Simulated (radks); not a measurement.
Values are calculated unless marked as measured or tabulated.
Species: the chromium ion Cr12+. Configuration: [Ne] 3s1 3p(1/2: 1, 3/2: 0) (not the ground configuration).

Level of theory: Dirac Kohn-Sham, PBE, spin-unpolarised, spherical densities, finite nucleus; Fermi nuclear charge, rms radius 3.6452 fm (a radial shooting solver on a logarithmic mesh with Libxc functionals).

Energy parts (eV):
| part | energy |
|---|---|
| total | -26931.607 |
| kinetic | 27275.400 |
| electron-nucleus | -59954.733 |
| Hartree | 6810.078 |
| exchange-correlation | -1062.353 |

Orbitals (lengths in bohr, moments of r in powers of bohr; r(90%) holds 90 % of the orbital's charge):
| orbital | occ. | eigenvalue (eV) | r(90%) | small-component weight |
|---|---|---|---|---|
| 1s1/2 | 2 | -6223.978 | 0.113 | 7.43e-03 |
| 2s1/2 | 2 | -994.3054 | 0.449 | 1.36e-03 |
| 2p1/2 | 2 | -896.3400 | 0.417 | 1.34e-03 |
| 2p3/2 | 4 | -887.4695 | 0.420 | 1.32e-03 |
| 3s1/2 | 1 | -341.2226 | 1.11 | 4.17e-04 |
| 3p1/2 | 1 | -311.7348 | 1.12 | 3.95e-04 |
| 3p3/2 | 0 | -309.9970 | 1.13 | 3.93e-04 |

The highest occupied level is 3p1/2 at -311.73 eV. Summed over all electrons, <r^2> = 2.013 bohr^2, which gives a Langevin (diamagnetic) susceptibility term of -1.59 x 10^-6 cm^3/mol. The electron density at the nucleus is 1.142e+04 e/bohr^3. The density falls to 0.001 e/bohr^3 at r = 1.70 bohr.
